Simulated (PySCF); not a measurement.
Compound: C₅H₁₂F₃P.
Numbering: `[CH3:1][P:2]([CH3:3])([CH3:4])([CH3:5])[C:6]([F:7])([F:8])[F:9]` (hydrogens: H10, H11, H12 on C1; H13, H14, H15 on C3; H16, H17, H18 on C4; H19, H20, H21 on C5)

Geometry (PBE0-D3(BJ)/def2-SVP, Å), atoms numbered from 1 in this order:
```xyz
21
C5H12F3P angstrom
C      1.6939    0.9096    0.3703
P      0.0486   -0.0538    0.0489
C      0.9325   -1.3503   -0.9283
C     -0.2268   -0.2832    1.8623
C     -1.6672   -0.8819   -0.3512
C     -0.6685    1.5280   -0.8739
F      0.1199    2.6022   -0.8730
F     -0.9069    1.2235   -2.1596
F     -1.8316    1.9037   -0.3248
H      2.3902    0.2443    0.9049
H      2.1725    1.2276   -0.5691
H      1.5331    1.8091    0.9844
H      1.9965   -1.4141   -0.6706
H      0.4449   -2.3275   -0.8252
H      0.8440   -1.0376   -1.9811
H     -0.8436   -1.1663    2.0697
H      0.7186   -0.3248    2.4168
H     -0.7840    0.6077    2.1944
H     -1.8771   -0.8862   -1.4312
H     -2.4943   -0.3609    0.1528
H     -1.6496   -1.9248    0.0019
```

Method: PySCF, TDDFT CAM-B3LYP/def2-SVPD, vertical, gas phase, core orbitals frozen in the response.

Ground-to-excited transition dipoles (e·a0, same axes as the geometry; the sign carries no meaning), for the states with f of 0.002 or more among the lowest 8:

| state | E (hartree) | μx | μy | μz |
| --- | --- | --- | --- | --- |
| S1 | 0.2167 | -0.024 | 0.173 | -0.124 |
| S2 | 0.2216 | 0.128 | -0.150 | -0.305 |
| S3 | 0.2354 | 0.132 | -0.255 | 0.166 |
| S4 | 0.2495 | 0.626 | 0.365 | 0.125 |
| S6 | 0.2684 | -0.091 | 0.033 | -0.107 |
| S7 | 0.2692 | 0.241 | -0.224 | 0.156 |
| S8 | 0.2761 | 0.461 | 0.309 | 0.068 |

**Question.** Work out the oscillator strengths.

**Answer.** f = (2/3) ΔE |μ|² with ΔE in hartree (27.2114 eV).

```csv
state,|μ|² (au),|μ| (D),f
S1,0.046,0.54,0.007
S2,0.132,0.92,0.019
S3,0.110,0.84,0.017
S4,0.541,1.87,0.090
S6,0.021,0.37,0.004
S7,0.133,0.93,0.024
S8,0.313,1.42,0.058
```

**Question.** What angle do the transition dipoles of S4 and S8 make?

**Answer.** |cos θ| = |μa·μb| / (|μa| |μb|) = 1.00, so θ ≈ 5° (taken between 0 and 90°, since the signs are arbitrary).

**Question.** How is the summed strength of these states shared among x, y and z?

**Answer.** (2/3) Σ ΔE μα² gives 0.122 for x, 0.067 for y and 0.030 for z, 0.219 in all.

**Question.** What peak molar absorption coefficient would the strongest computed level give as a lone Gaussian band 0.4 eV wide at half height?

**Answer.** ε(max) = 2.175×10⁸ f / FWHM, with the width in cm⁻¹. S4: 2.175×10⁸ × 0.0900 / 3226 ≈ 6100 L mol⁻¹ cm⁻¹.

All these states lie below the vertical ionisation energy of 8.11 eV (ΔSCF).

Without π bonds the low states may be Rydberg-like; a valence basis with one diffuse set may place them up to an eV too high.
